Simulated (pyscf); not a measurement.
PySCF, gas phase, ωB97X-D3(BJ)/def2-SVP geometries. MP2 and CC: frozen core, UHF for open shells. ΔMP2 is the change of the MP2 total energy from the triple- to the quadruple-zeta basis.

Problem. What is the homolytic dissociation enthalpy (298 K, CCSD(T)/def2-TZVPP + ΔMP2(QZVPP)) of the Ga–Ga bond of `[GaH2][GaH2]`, to GaH₂• + GaH₂•?

Solution. Ga–Ga to GaH₂• + GaH₂•: 280.9 kJ/mol. The radicals are drawn with the spin at the cut bond; how far it spreads was not checked. The CCSD(T) − MP2 part came from Ansatz, without density fitting, on the same reference. The frozen core leaves the outer d or s,p core shells of the metals and heavy elements correlated in the MP2 and CC values, and def2-TZVPP describes them poorly, which can shift differences by a few kcal/mol. Elements up to Kr have no core potential and no relativistic terms here.
